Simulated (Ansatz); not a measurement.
Isolated molecules relaxed with PBE0-D4/def2-TZVP in Ansatz; ΔE leaves out vibrations. CCSD(T)/CBS is the MP2 limit (def2-TZVPP, def2-QZVPP) plus CCSD(T) − MP2 in def2-TZVPP, frozen cores. This one scheme is used for every species. Functionals use def2-TZVPP. B3LYP here is the variant with VWN-RPA as its local correlation; programs differ in this. HSE06 is defined as in plane-wave codes. Elements past krypton have def2 core potentials. For W outer-core shells are correlated without core-valence functions, which leaves a few kJ/mol of doubt a bond. One conformer a species, not always the lowest.

Consider the ligand exchange at a W–O bond: `[OH][W]([Cl])([Cl])([Cl])([Cl])[Cl]` + HCl → `[Cl][W]([Cl])([Cl])([Cl])([Cl])[Cl]` + H₂O.

`[OH][W]([Cl])([Cl])([Cl])([Cl])[Cl]`:

Cartesian coordinates in Å:
```
O -0.746 -1.362 0.379
W 0.136 0.158 -0.199
Cl -0.228 0.899 1.982
Cl 0.432 -0.673 -2.299
Cl 1.173 2.164 -0.565
Cl -1.825 1.123 -0.912
Cl 2.183 -0.714 0.380
H -1.125 -1.595 1.233
```

HCl:

Z-matrix (Å, degrees):
```
Cl
H 1 1.279
```

`[Cl][W]([Cl])([Cl])([Cl])([Cl])[Cl]`:

Cartesian coordinates in Å:
```
Cl -0.794 0.610 2.056
W 0.000 0.000 0.000
Cl 0.109 2.201 -0.611
Cl -0.109 -2.201 0.611
Cl 0.794 -0.610 -2.056
Cl -2.142 -0.114 -0.794
Cl 2.142 0.114 0.794
```

H₂O:

Z-matrix (Å, degrees):
```
O
H 1 0.960
H 1 0.960 2 105.1
```

```json
{"level": "LDA (SPW92)", "ΔE (kJ/mol)": "5.0", "difference from CCSD(T)/CBS": "0.9"}
{"level": "PBE-D4", "ΔE (kJ/mol)": "-2.0", "difference from CCSD(T)/CBS": "-6.1"}
{"level": "revPBE-D4", "ΔE (kJ/mol)": "-3.2", "difference from CCSD(T)/CBS": "-7.3"}
{"level": "r2SCAN-D4", "ΔE (kJ/mol)": "5.5", "difference from CCSD(T)/CBS": "1.4"}
{"level": "B97M-V", "ΔE (kJ/mol)": "8.2", "difference from CCSD(T)/CBS": "4.1"}
{"level": "PBE0-D4", "ΔE (kJ/mol)": "1.4", "difference from CCSD(T)/CBS": "-2.7"}
{"level": "B3LYP-D4", "ΔE (kJ/mol)": "4.5", "difference from CCSD(T)/CBS": "0.4"}
{"level": "r2SCAN0-D4", "ΔE (kJ/mol)": "6.5", "difference from CCSD(T)/CBS": "2.4"}
{"level": "HSE06-D4", "ΔE (kJ/mol)": "0.2", "difference from CCSD(T)/CBS": "-3.9"}
{"level": "BHLYP-D4", "ΔE (kJ/mol)": "8.8", "difference from CCSD(T)/CBS": "4.7"}
{"level": "CAM-B3LYP-D4", "ΔE (kJ/mol)": "19.8", "difference from CCSD(T)/CBS": "15.7"}
{"level": "ωB97X-V", "ΔE (kJ/mol)": "21.3", "difference from CCSD(T)/CBS": "17.2"}
{"level": "ωB97M-V", "ΔE (kJ/mol)": "15.0", "difference from CCSD(T)/CBS": "10.9"}
{"level": "B2PLYP", "ΔE (kJ/mol)": "4.4", "difference from CCSD(T)/CBS": "0.3"}
{"level": "PBE-QIDH", "ΔE (kJ/mol)": "1.0", "difference from CCSD(T)/CBS": "-3.1"}
{"level": "PBE", "ΔE (kJ/mol)": "1.6", "difference from CCSD(T)/CBS": "-2.5"}
{"level": "revPBE", "ΔE (kJ/mol)": "1.2", "difference from CCSD(T)/CBS": "-2.9"}
{"level": "BLYP", "ΔE (kJ/mol)": "8.6", "difference from CCSD(T)/CBS": "4.5"}
{"level": "r2SCAN", "ΔE (kJ/mol)": "6.1", "difference from CCSD(T)/CBS": "2.0"}
{"level": "PBE0", "ΔE (kJ/mol)": "4.6", "difference from CCSD(T)/CBS": "0.5"}
{"level": "B3LYP", "ΔE (kJ/mol)": "10.8", "difference from CCSD(T)/CBS": "6.7"}
{"level": "r2SCANh", "ΔE (kJ/mol)": "6.6", "difference from CCSD(T)/CBS": "2.5"}
{"level": "r2SCAN0", "ΔE (kJ/mol)": "7.4", "difference from CCSD(T)/CBS": "3.3"}
{"level": "HSE06", "ΔE (kJ/mol)": "3.5", "difference from CCSD(T)/CBS": "-0.6"}
{"level": "BHLYP", "ΔE (kJ/mol)": "16.4", "difference from CCSD(T)/CBS": "12.3"}
{"level": "CAM-B3LYP", "ΔE (kJ/mol)": "23.4", "difference from CCSD(T)/CBS": "19.3"}
{"level": "LC-ωPBE", "ΔE (kJ/mol)": "27.2", "difference from CCSD(T)/CBS": "23.1"}
{"level": "RPA@PBE/def2-TZVPP", "ΔE (kJ/mol)": "7.7", "difference from CCSD(T)/CBS": "3.6"}
{"level": "HF/def2-SVP", "ΔE (kJ/mol)": "33.8", "difference from CCSD(T)/CBS": "29.7"}
{"level": "MP2/def2-SVP", "ΔE (kJ/mol)": "9.0", "difference from CCSD(T)/CBS": "4.9"}
{"level": "CCSD(T)/def2-SVP", "ΔE (kJ/mol)": "21.0", "difference from CCSD(T)/CBS": "16.9"}
{"level": "HF/def2-TZVPP", "ΔE (kJ/mol)": "28.0", "difference from CCSD(T)/CBS": "23.9"}
{"level": "MP2/def2-TZVPP", "ΔE (kJ/mol)": "-7.1", "difference from CCSD(T)/CBS": "-11.2"}
{"level": "SCS-MP2/def2-TZVPP", "ΔE (kJ/mol)": "3.6", "difference from CCSD(T)/CBS": "-0.5"}
{"level": "CCSD/def2-TZVPP", "ΔE (kJ/mol)": "18.1", "difference from CCSD(T)/CBS": "14.0"}
{"level": "CCSD(T)/def2-TZVPP", "ΔE (kJ/mol)": "10.9", "difference from CCSD(T)/CBS": "6.8"}
{"level": "MP2/def2-QZVPP", "ΔE (kJ/mol)": "-11.6", "difference from CCSD(T)/CBS": "-15.7"}
{"level": "HF/CBS(def2)", "ΔE (kJ/mol)": "26.0", "difference from CCSD(T)/CBS": "21.9"}
{"level": "MP2/CBS(def2)", "ΔE (kJ/mol)": "-13.9", "difference from CCSD(T)/CBS": "-18.0"}
{"level": "CCSD/CBS(def2)", "ΔE (kJ/mol)": "11.3", "difference from CCSD(T)/CBS": "7.2"}
{"level": "CCSD(T)/CBS", "ΔE (kJ/mol)": "4.1", "difference from CCSD(T)/CBS": "0"}
```

Largest T1 diagnostic among the species: 0.024, so the coupled-cluster value is less sure than usual.

At CCSD(T), def2-SVP lies +16.9 kJ/mol from the extrapolated value and def2-TZVPP +6.8 kJ/mol. In def2-TZVPP, CCSD(T) changes the Hartree–Fock value by −17.2 kJ/mol (the triples alone add −7.2 kJ/mol) and MP2 by −35.1 kJ/mol. From BLYP to BHLYP (50 % exact exchange), in def2-TZVPP and without D4, ΔE moves by +7.9 kJ/mol.
